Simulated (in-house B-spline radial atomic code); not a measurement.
Radial electron density of Tc³⁺, [Ar] 3d9 4s2 4p6 4d4 4f1. Method: scalar-relativistic (X2C) PBE, spherical fractional occupations, Fermi nucleus of rms radius 4.41117 fm, inside a hard spherical wall at 1.38 bohr. Calculated with a B-spline radial code for spherical atoms.

One-electron X2C: radii and densities carry no picture-change correction, so inner-shell <1/r> comes out high (for 1s by about 2 % at Z = 33, 5 % at 54, 10 % at 75, 30 % at 118) and <r> low.

Columns: r (bohr), 4πr²n(r) (electrons per bohr), bar.

```
 0.00109    1.455 #
 0.00129    1.923 #
 0.00153    2.544 ##
 0.00181    3.341 ##
 0.00215    4.399 ###
 0.00255    5.749 ####
 0.00302    7.455 #####
 0.00358    9.615 ######
 0.00425    12.33 ########
 0.00503    15.58 ##########
 0.00597    19.54 #############
 0.00707    24.11 ################
 0.00838    29.29 ###################
 0.00994    34.93 ######################
  0.0118    40.73 ##########################
   0.014    46.19 ##############################
  0.0166    50.76 #################################
  0.0196    53.78 ###################################
  0.0233    54.95 ###################################
  0.0276    54.01 ###################################
  0.0327    51.44 #################################
  0.0388    48.37 ###############################
  0.0459    46.56 ##############################
  0.0545    47.62 ###############################
  0.0646    52.28 ##################################
  0.0765    59.39 ######################################
  0.0907    66.03 ###########################################
   0.108    68.35 ############################################
   0.128    64.07 #########################################
   0.151    55.22 ####################################
   0.179    46.37 ##############################
   0.212    43.24 ############################
   0.252    47.04 ##############################
   0.298     52.4 ##################################
   0.354       52 #################################
   0.419    42.98 ############################
   0.497    30.18 ###################
   0.589     22.3 ##############
   0.699       23 ###############
   0.828    26.76 #################
   0.982    23.42 ###############
    1.16    10.07 ######
    1.37  0.02387
```

On this grid the curve has 4 maxima, near 0.0233, 0.108, 0.298, 0.828 bohr.

The 4f radial function P(r) = rR(r), positive near the nucleus:

| r (bohr) | P |
| --- | --- |
| 0.0545 | 0.002085 |
| 0.0765 | 0.006579 |
| 0.108 | 0.01985 |
| 0.151 | 0.05368 |
| 0.212 | 0.1338 |
| 0.298 | 0.2995 |
| 0.419 | 0.5905 |
| 0.589 | 0.997 |
| 0.828 | 1.317 |
| 1.16 | 0.8292 |
